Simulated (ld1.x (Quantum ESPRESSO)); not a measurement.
**Sn, PAW: configuration errors across variants**

- Element: Sn
- Generator: ld1.x (Quantum ESPRESSO) 7.5
- Type: PAW
- Functional: PBE
- Relativity: fully relativistic
- Frozen core: [Kr]
- Valence charge: 14
- Reference configuration: 4d10 5s2 5p2
- Partial waves: 5s (bound): rcut 1.75, rcutus 2.20 bohr; 5s channel at 2.1 Ry: rcut 1.75, rcutus 2.20 bohr; 5p (bound): rcut 2.50, rcutus 2.95 bohr; 5p channel at 0.4 Ry: rcut 2.50, rcutus 2.95 bohr; 4d (bound): rcut 1.50, rcutus 1.75 bohr; 4d channel at -0.95 Ry: rcut 1.50, rcutus 1.75 bohr
- Local potential: all-electron potential smoothed inside 2.95 bohr (lloc = -1)
- Core correction: Bessel-smoothed model core inside 1.25 bohr
- Augmentation charge: BESSEL, radius 1.15 bohr

Open shells are filled in proportion to 2j + 1 (rel_dist='average').

All-electron excitation energies from the reference (eV): (1) 4d10 5s2 5p1 6.887; (2) 4d10 5s2 5p0 20.858; (3) 4d10 5s1 5p0 51.828; (4) 4d9 5s2 5p3 24.435; (5) 4d10 5s0 5p0 92.952; (6) 4d10 5s1 5p2 14.517; (7) 4d10 5s2 5p1.5 2.622.

1 further variants failed, have other tests or another functional or relativity, and are left out.

Errors AE − PS in meV (a dash: test not solved or not reliable):

```tsv
change	(1)	(2)	(3)	(4)	(5)	(6)	(7)	bound ghosts
base	+0.5	+3.4	+1.7	-30	-19	-0.6	+0.1	not determined
core correction Bessel-smoothed model core inside 0.82 bohr	+0.5	+3.4	+1.7	-30	-19	-0.6	+0.1	not determined
waves 5p (bound): rcut 2.50, rcutus 3.02 bohr; 5p channel at 0.4 Ry: rcut 2.50, rcutus 3.02 bohr	+0.6	+4.2	+2.3	-21	-19	-0.6	+0.1	not determined
local potential all-electron potential smoothed inside 1.58 bohr (lloc = -1)	+0.8	+4.5	-5.1	+153	+14	-2.0	+0.1	not determined
all radii but the core radius scaled by about 1.37 (s 3.02, p 4.04, d 2.40 bohr, rcut 2.40/3.44/2.06); local potential all-electron potential smoothed inside 4.04 bohr (lloc = -1); augmentation BESSEL, radius 1.58 bohr	–	–	–	–	–	–	–	not determined
local potential all-electron potential smoothed inside 1.70 bohr (lloc = -2)	+1.0	+7.5	+8.2	+60	-15	-0.3	+0.2	not determined
```

Question: Give the same row for: type ultrasoft; local potential all-electron potential smoothed inside 2.10 bohr (lloc = -1); augmentation built from norm-conserving waves at rcut, not smoothed further.

Answer: -0.6, -5.1, -25, -156, -86, -3.3, -0.1; bound ghosts: none.
